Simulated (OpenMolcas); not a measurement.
Cl²⁺: effect of the level shift or regulariser

```json
{
 "Program": "OpenMolcas",
 "Basis": "ANO-RCC-VTZP [5s4p2d1f]",
 "Scalar Hamiltonian": "DKH2, point nucleus",
 "Active space": "3 electrons in 3 orbitals (3p)",
 "State averaging": "2S+1 = 4 odd, 1 root; 2S+1 = 2 odd, 8 roots",
 "Spin-orbit coupling": "RASSI with atomic mean-field integrals over the reference wave functions, term energies averaged over their components"
}
```

Methods on the same reference wave functions:
A. CASSCF
B. SS-CASPT2, IPEA 0.25 Eh, imaginary shift 0.1 Eh (closed shells correlated: 2s 2p 3s)
C. SS-CASPT2, IPEA 0.25 Eh, real shift 0.2 Eh (closed shells correlated: 2s 2p 3s)
D. SS-CASPT2, IPEA 0.25 Eh, sigma2 regulariser 0.3 Eh (closed shells correlated: 2s 2p 3s)

Energies in cm-1 above 3s2 3p3 4S* 3/2, the measured ground level; measured values from Moore, Atomic Energy Levels, vol. I, NSRDS-NBS 35 (1971 reprint of NBS Circular 467, 1949).

```
          Level      A      B      C      D  Measured
3s2 3p3 4S* 3/2    0.0    0.0    0.0    0.0       0.0
3s2 3p3 2D* 3/2  22632  18910  18940  18910     18053
3s2 3p3 2D* 5/2  22676  18960  18990  18960     18120
3s2 3p3 2P* 1/2  37666  31910  31960  31910     29812
3s2 3p3 2P* 3/2  37724  31980  32030  31980     29907
```

Deviations, from unrounded energies. A percentage is the sum of absolute deviations over the sum of measured energies, with the sign that they share, or ± where signs differ.

```tsv
Against measurement	Levels	A	B	C	D
mean absolute deviation (cm-1)	4	6200	1500	1500	1500
other terms of the ground configuration (%)	4	+25.9	+6.1	+6.3	+6.1
```

B, C, D lie about equally close to measurement and A furthest from it. The largest miss of D in the table is 3s2 3p3 2P* 1/2, by +2100 cm-1. The ranking rests on the paired levels alone, and a cruder setting can come out closer through cancelling errors.

Among B to D the level of the table that moves most is 3s2 3p3 2P* 1/2, by 50 cm-1 (lowest in D, highest in C). Moves below CASPT2's spread within the term are not significant.

The mean deviations of B to D differ by less than CASPT2's widest spread within a term (170 cm-1), so their order carries little weight.

From A to B the spin-free energies of the other terms of 3s2 3p3 shown, above 4S*, scale by factors of 0.84 to 0.85.

The lowest spin-free term lies below A's lowest term by 0.118 hartree in B, 0.118 hartree in C, 0.118 hartree in D.

CASPT2 breaks the degeneracy within a term, and the mean is taken; among the terms shown or strongly mixed into the levels shown the widest spread is 170 cm-1 (3s2 3p3 2D*, D). With the s shell closed, the reference lacks s² → p² mixing. Measured partners are found by configuration, term and J. A level has none where our copy of the source lacks it or the pairing is in doubt (some pairs that miss far off the trend of their configuration count as doubtful), and it then counts in no deviation. Levels of configurations outside the active space are missing.

* marks odd parity.
